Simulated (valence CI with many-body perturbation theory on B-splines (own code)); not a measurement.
# Questions on Tl⁴⁸⁺

Computed by relativistic CI+MBPT: five valence electrons over a frozen Dirac-Fock core [Ar] 3d10, a basis of 11 s, 11 p, 10 d, 8 f, 5 g, 2 h functions for each j, with the one-electron correlation potential Σ1, the two-electron term Σ2, the three-electron term Σ3, Breit, model QED; selected CI, second order for the rest, scaled by the run's own slope (own B-spline code, finite nucleus).

No measured spectrum was set against this ion. As an estimate, large intervals hold to a few tenths of a per cent, small ones and those within an open d or f shell to about a per cent. Among the levels kept, up to 2200 cm⁻¹ of a level comes from second order outside the variational space, and about a tenth of that is noise between levels of different J, which matters for small intervals.

Levels are named by their leading jj configuration (3d3/2^4 stands for four electrons in 3d with j = 3/2), which in mixed levels can hold well under half, so a name can repeat and another be missing.

Rates and lifetimes use the calculated energies. Strong lines usually hold to 10 to 20 %, long lifetimes can be off by a factor of two.

(1) What is the ground level?

(2) How well does LS coupling describe the low levels?

(3) Name the longest-lived excited levels whose lifetime is computed, and their main decay.

(4) What is the ionisation energy?

(5) Where does the other parity begin?

Answers

(1) (4s^2 4p1/2^2 4p3/2) J=3/2, composition 48 % 4s2 4p3 2P° + 27 % 4s2 4p3 2D° + 25 % 4s2 4p3 4S°, g = 1.352.

(2) Among the lowest 20 levels the leading LS term, summed over configurations, holds 54 % on average. For single configurations the figures are 53 % in LS and 96 % in jj coupling. Terms mix most in the J = 5/2 level at 219.13 eV, where the leading one holds 32 %.

(3) (4s^2 4p1/2 4p3/2 4d5/2) J=9/2 at 365.84 eV lives 1.05 μs, mostly by E2 to (4s^2 4p1/2^2 4d5/2) J=5/2; (4s^2 4p1/2 4p3/2^2) J=5/2 at 154.13 eV lives 141 ns, mostly by M1 to (4s^2 4p1/2^2 4p3/2) J=3/2; (4s^2 4p1/2 4p3/2^2) J=1/2 at 161.98 eV lives 49.7 ns, mostly by M1 to (4s^2 4p1/2^2 4p3/2) J=3/2.

(4) 2637.6 eV; NIST lists 2635 ± 4 eV (theoretical).

(5) At (4s^2 4p1/2^2 4d3/2) J=3/2, 179.25 eV.
